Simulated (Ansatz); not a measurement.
[MO2F2] with several metals: r2SCAN-D4/def2-TZVPD single points in Ansatz on relaxed structures, gas phase. Core potentials for Nb, Ta, no spin–orbit coupling. The structures are stationary points that may keep the symmetry of their start. Remarks come from the PBE and PBE0 runs and from stability tests at other levels; not every state was tested.

| species | atoms | state | geometry | HOMO (eV) | vertical IE (eV) | point group (within 0.1 Å) | remarks |
| --- | --- | --- | --- | --- | --- | --- | --- |
| [NbO2F2]- (NbO2F2⁻) | 5 | singlet | PBE-D4/def2-SVPD | -1.77 | 4.90 | C2v | – |
| [VO2F2]- (VO2F2⁻) | 5 | singlet | PBE-D4/def2-SVPD | -1.93 | 5.14 | C2v | restricted SCF unstable in HF, spin-contaminated (⟨S²⟩ up to 0.85) (neutral doublet) |

Problem. Estimate the rows for [TaO2F2]- (TaO2F2⁻) (singlet, PBE-D4/def2-SVPD geometry).

Solution. 
```
            species  atoms    state          geometry  HOMO (eV)  vertical IE (eV)  point group (within 0.1 Å)
[TaO2F2]- (TaO2F2⁻)      5  singlet  PBE-D4/def2-SVPD      -1.60              4.73                         C2v
```

The vertical IE (eV) runs from 4.73 ([TaO2F2]-) to 5.14 ([VO2F2]-).
